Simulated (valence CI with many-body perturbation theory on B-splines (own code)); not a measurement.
From CI to CI+MBPT in Gd40+

Computed by valence CI with perturbative core correlation (CI+MBPT): six valence electrons over a frozen Dirac-Fock core [Ar], radial functions for each j: 7 s, 7 p, 8 d, 6 f, 4 g, 1 h, with the one-electron correlation potential Σ1 (screened to all orders), the two-electron term Σ2, the three-electron term Σ3, Breit, model QED; selected single and double excitations, second order for the rest, scaled by the run's own slope (own B-spline code, finite nucleus).

No measured spectrum was set against this ion. As an estimate, large intervals hold to a few tenths of a per cent, small ones and those within an open d or f shell to about a per cent. Core correlation moves these levels by up to 9300 cm⁻¹, and in measured spectra 5 to 20 % of such shifts remained as error; rates that hang on mixing are uncertain with them. Among the levels kept, up to 990 cm⁻¹ of a level comes from second order outside the variational space, and about a tenth of that is noise between levels of different J, which matters for small intervals. Only levels of the ground parity were solved; by the run's estimate the other parity begins above the list, which can be wrong where configurations are misplaced.

Each rung adds one term. CI alone is the Dirac-Coulomb CI over the frozen core; QED comes last and gives the full result, which names the levels. Energies are above (3d3/2^4 3d5/2^2) J=4 on the same rung, in eV.

Levels are named by their leading jj configuration (3d3/2^4 stands for four electrons in 3d with j = 3/2), which in mixed levels can hold well under half, so a name can repeat and another be missing. Letters in brackets count levels of one name in rising energy.

| Level | CI alone | Σ1 | Σ2 | Σ3 | Breit | QED | Full |
| --- | --- | --- | --- | --- | --- | --- | --- |
| (3d3/2^4 3d5/2^2) J=2 | 6.145 | +0.0047 | -0.4180 | -0.1367 | +0.4358 | +0.0003 | 6.032 |
| (3d3/2^4 3d5/2^2) J=0 | 18.192 | +0.0377 | -0.4796 | -0.0182 | +0.6764 | +0.0161 | 18.424 |
| (3d3/2^3 3d5/2^3) J=3 [a] | 28.221 | +0.1748 | +0.3700 | +0.1683 | -0.5986 | +0.0973 | 28.433 |
| (3d3/2^3 3d5/2^3) J=4 [a] | 30.976 | +0.1621 | +0.4136 | +0.0733 | -0.7530 | +0.0881 | 30.960 |
| (3d3/2^3 3d5/2^3) J=1 [a] | 31.928 | +0.1783 | +0.1963 | +0.0814 | -0.2547 | +0.0977 | 32.227 |
| (3d3/2^3 3d5/2^3) J=5 | 38.089 | +0.1717 | +0.4037 | -0.0120 | -1.3880 | +0.0915 | 37.356 |
| (3d3/2^3 3d5/2^3) J=6 | 38.510 | +0.1732 | +0.6753 | -0.1657 | -1.8880 | +0.0924 | 37.398 |
| (3d3/2^3 3d5/2^3) J=2 [a] | 43.077 | +0.1776 | -0.2109 | -0.1532 | -0.5877 | +0.0927 | 42.396 |
| (3d3/2^3 3d5/2^3) J=3 [b] | 43.997 | +0.1821 | -0.0855 | +0.0591 | -0.8556 | +0.0953 | 43.393 |
| (3d3/2^3 3d5/2^3) J=0 | 53.206 | +0.1710 | -0.9307 | +0.1861 | -0.4083 | +0.0851 | 52.309 |
| (3d3/2^3 3d5/2^3) J=2 [b] | 53.689 | +0.2146 | -0.3016 | +0.1598 | -0.6254 | +0.1111 | 53.248 |
| (3d3/2^3 3d5/2^3) J=4 [b] | 54.600 | +0.2007 | -0.0564 | -0.0621 | -1.0303 | +0.1024 | 53.754 |
| (3d3/2^3 3d5/2^3) J=1 [b] | 54.568 | +0.1969 | -0.5997 | +0.2224 | -0.1747 | +0.1004 | 54.313 |
| (3d3/2^3 3d5/2^3) J=3 [c] | 57.787 | +0.1872 | -0.5836 | +0.0616 | -0.5456 | +0.0932 | 57.000 |
| (3d3/2^2 3d5/2^4) J=2 [a] | 62.907 | +0.3321 | +0.4516 | +0.0064 | -1.1107 | +0.1821 | 62.769 |
| (3d3/2^2 3d5/2^4) J=0 [a] | 65.201 | +0.3370 | +0.3798 | +0.2788 | -0.8870 | +0.1841 | 65.493 |
| (3d3/2^2 3d5/2^4) J=4 [a] | 68.598 | +0.3445 | +0.6839 | -0.0584 | -1.7540 | +0.1868 | 68.001 |
| (3d3/2^2 3d5/2^4) J=3 [a] | 71.721 | +0.3385 | +0.2115 | +0.1525 | -1.3991 | +0.1822 | 71.207 |
| (3d3/2^2 3d5/2^4) J=5 | 72.280 | +0.3513 | +0.7725 | -0.0415 | -2.2875 | +0.1895 | 71.265 |

The middle columns are the shifts that each term adds.

Question: How does the ionisation energy move along the ladder, and which term matters most?

Answer: CI alone 3036.1, + Σ1 3038.3, + Σ2 3050.9, + Σ3 3051.2, + Breit 3050.1, + QED 3050.2 eV. The largest step is Σ2, 12.5 eV. NIST lists 3050 ± 4 eV (theoretical).
